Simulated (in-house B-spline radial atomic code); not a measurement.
## TDHF excitations of neutral neon

Method: TDHF. Computed with a B-spline radial code for spherical atoms: linear response of the closed shell [He] 2s2 2p6 with bare exchange (time-dependent Hartree-Fock); non-relativistic, point nucleus, no spin-orbit coupling, no double excitations, S, P, D and F terms only. Only terms of natural parity with L up to 3 were computed.

Command:
```bash
python run_td.py task.json out
```
Settings (radii: box in bohr, nucleus in fm):
```
Z                        10
electrons                10
configuration            [He] 2s2 2p6
hamiltonian              nr
method                   hf
box_radius               75
intervals                55
```

Cost of the run: 0.3 s on 1 thread of Arm Neoverse N1 (shared host).

The lowest states, in the order of their Tamm-Dancoff energies; the method's threshold (minus the highest occupied level) is 23.141 eV. Labels give the largest channel, * marks a mixed state, and oscillator strengths are full-response dipole values. Energies in eV:

```csv
state,full response,Tamm-Dancoff,oscillator strength
2p → 3s 3P,17.973,18.005,-
2p → 3s 1P,18.343,18.351,0.166
2p → 3p 3S,19.505,19.600,-
2p → 3p 3D,19.936,19.969,-
2p → 3p 1D,20.101,20.109,-
2p → 3p 1S,20.540,20.585,-
2p → 4s 3P,21.194,21.201,-
2p → 4s 1P,21.273,21.274,0.0288
2p → 3d 3P,21.601,21.601,-
2p → 3d 3F,21.613,21.614,-
2p → 3d 1P,21.614,21.615,0.0219
2p → 3d 1F,21.616,21.616,-
2p → 4p 3S,21.608,21.629,-
2p → 4p 3D,21.710,21.719,-
2p → 4p 1D,?,?,-
2p → 4p 1S,21.902,21.918,-
2p → 5s 3P,22.119,22.122,-
2p → 5s 1P,22.149,22.149,0.0103
2p → 4d 3P,22.277,22.277,-
2p → 4d 3F,22.282,22.282,-
2p → 4d 1F,22.284,22.284,-
2p → 4d 1P,?,?,?
```

(1) Where does 2p → 4d 1P lie?

(2) Where does 2p → 4p 1D lie?

(3) How large is the singlet-triplet splitting of 2p → 3s (P terms) in Tamm-Dancoff?

(4) What polarisabilities and dispersion coefficient does the method give?

Results:

(1) At 22.284 eV in full response, 22.285 eV in Tamm-Dancoff, oscillator strength 0.0118.

(2) At 21.756 eV in full response, 21.759 eV in Tamm-Dancoff.

(3) 0.346 eV, from the unrounded values.

(4) Dipole 2.377 bohr³, quadrupole 6.422 bohr⁵, C6 5.517 hartree·bohr⁶ for two such species. Recommended dipole value: 2.6611 ± 3e-05 bohr³ (Schwerdtfeger and Nagle, table of static dipole polarizabilities (2023 update)), which includes relativity and correlation.
